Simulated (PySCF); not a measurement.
Species: C2H4Br (doublet state).
Atom-mapped SMILES: `[CH2:1][CH2:2][Br:3]` (hydrogens: H4, H5 on C1; H6, H7 on C2)

Method: PBE0-D3(BJ)/def2-SVP geometry optimisation, gas phase in PySCF 2.14.0.

**Question.** Give the optimised bond lengths and angles.

**Answer.** 
| bond | length (Å) |
| --- | --- |
| C1–C2 | 1.452 |
| C2–Br3 | 2.019 |
| C1–H4, C1–H5 | 1.092 |
| C2–H6, C2–H7 | 1.096 |

Bonds in one row agree within 0.01 Å and their mean is given. A selection of angles:
| angle | degrees |
| --- | --- |
| C2–C1–H4 | 120.5 |
| H4–C1–H5 | 117.9 |
| C1–C2–Br3 | 110.0 |
| C1–C2–H6 | 114.3 |
| Br3–C2–H6 | 103.1 |
| H6–C2–H7 | 110.7 |

C1 (carbon bonded to C and 2 H) is almost planar (angles 120.5°, 120.3° and 117.9°, sum 358.7°, 0.08 Å off the plane of its three neighbours).

Point group: Cs (every atom within 0.08 Å of its image). No PBE0-D3(BJ)/def2-SVP frequencies stand behind this structure, so it isn't proved a minimum. ⟨S²⟩ = 0.758 (exact for a doublet: 0.75). Torsions: H–C1–C2–Br3 84° and -83°.
